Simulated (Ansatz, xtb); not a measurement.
# Relative energy of two conformers of B2FH3Se

Structure a: `B[Se]BF`, a singlet. Structure b: `B[Se]BF`, a singlet. Both are isolated molecules in the gas phase, relaxed with PBE0-D3(BJ)/def2-SVP.

a (Å):

```xyz
7

B    -1.7300   -0.6344    1.3795
B    -1.5418    1.9457    0.0191
F    -1.0143    2.9390   -0.6637
Se   -0.4215    0.3873    0.4137
H    -2.8395   -0.1985    1.5441
H    -1.3812   -1.7075    1.7979
H    -2.6888    2.0121    0.3842
```

b (Å):

```xyz
7

B     0.5266   -0.0514   -1.5446
B     0.0400    0.9657    1.2282
F     0.9013    1.1914   -1.7489
Se   -0.1036   -0.6610    0.2099
H    -0.2877    0.9024    2.3846
H     0.5698   -0.8404   -2.4567
H     0.4381    1.9763    0.7140
```

Energies in hartree; the thermal terms are from PBE0-D3(BJ)/def2-SVP harmonic frequencies (ideal gas, rigid rotor, one conformer each, 298.15 K, 1 atm) and include the zero-point energy:

```
                                a            b
E, CCSD(T)/def2-TZVP  −2551.304199  −2551.302212
   zero-point energy      0.037500      0.037377
        H(298 K) − E      0.043809      0.043718
        G(298 K) − E      0.008058      0.007880
```

Work out ΔE, ΔE₀, ΔH and ΔG for a → b in kJ/mol (1 Eh = 2625.50 kJ/mol) and the equilibrium ratio [b]/[a].

1. ΔE = −2551.302212 − (−2551.304199) = +0.001987 Eh = +5.22 kJ/mol.
2. ΔE₀ = ΔE + ΔZPE = +0.001987 + (−0.000123) Eh = +4.89 kJ/mol.
3. ΔH = ΔE + (−0.000091) Eh = +4.98 kJ/mol.
4. ΔG = ΔE + (−0.000178) Eh = +4.75 kJ/mol, so ΔS = (ΔH − ΔG)/T = +0.8 J/(mol K).
5. kT = 0.9442 mEh, so K = [b]/[a] = exp(−ΔG/kT) = exp(−1.92) ≈ 0.15.

Structure a is favoured at this temperature. An error of 4 kJ/mol in ΔG would change K by a factor of 5. Mirror images and further conformers aren't counted.

Other levels gave ΔE = +4.5 (PBE0-D3(BJ)/def2-SVP); +3.7 (HF/def2-TZVP); +5.6 (MP2/def2-TZVP) kJ/mol. The correlated steps freeze 12 core orbitals; the filled d shell of Se is correlated, in a basis made for valence electrons. Programs: Ansatz 0.2.0.
